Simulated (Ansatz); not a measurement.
Geometry optimisation, Ansatz, UHF/def2-SVP.

The input (input.yaml):

```yaml
crystal:
  periodic: [false, false, false]
  atoms:
    - { symbol: Zr, position_ang: [-0.016345, -0.135262, -0.064492] }
    - { symbol: F, position_ang: [0.004216, -0.208468, 1.890234] }
    - { symbol: "N", position_ang: [1.87819, 0.040244, -0.753284] }
    - { symbol: H, position_ang: [2.632369, -0.597268, -0.556502] }
    - { symbol: H, position_ang: [2.225832, 0.761835, -1.361887] }
    - { symbol: O, position_ang: [-0.984529, 1.376144, -0.696597] }
    - { symbol: H, position_ang: [-1.575972, 2.063447, -0.949952] }
    - { symbol: Cl, position_ang: [-0.977626, -2.202844, -0.837981] }
    - { symbol: F, position_ang: [-0.029236, -0.006627, 4.22956] }
magnetization:
  spin_polarized: true
  initial_magnetization: 1
basis:
  gaussian: { orbitals: def2-SVP }
hamiltonian:
  xc: hf
relax:
  f_tol: 0.03
  max_steps: 50
output:
  orbitals: {}
```

Command:

```bash
$ ansatz run input.yaml --threads 4 --pin off --max-ram 5120MiB --backend cpu --events-out ev --progress --plain --runs-dir out
```

Task: Where does it end, and by what steps?

Result: The forces met the threshold. After 7 steps the energy has fallen by 0.050 eV; F9 moved furthest, 0.27 Å.

| step | energy less start (eV) | largest force component (eV/Å) | accepted |
| --- | --- | --- | --- |
| 0 | 0.0000 | 1.056 | yes |
| 1 | -0.0330 | 0.156 | yes |
| 2 | -0.0426 | 0.237 | yes |
| 3 | -0.0476 | 0.219 | yes |
| 4 | -0.0484 | 0.193 | yes |
| 5 | -0.0498 | 0.041 | yes |
| 6 | -0.0501 | 0.080 | yes |
| 7 | -0.0503 | 0.006 | yes |

```xyz
9
Properties=species:S:1:pos:R:3
Zr -0.027 -0.150 -0.101
F 0.025 -0.280 1.813
N 1.875 0.043 -0.766
H 2.663 -0.500 -0.456
H 2.193 0.693 -1.465
O -0.989 1.375 -0.721
H -1.557 2.081 -0.977
Cl -1.015 -2.188 -0.927
F -0.012 0.017 4.500
```

Whether the end is a true minimum wasn't checked by a vibrational analysis.

Time of the run: 13 s on 4 threads of AMD EPYC 9R45 96-Core Processor (Zen 5) (shared host), peak memory 0.42 GiB.
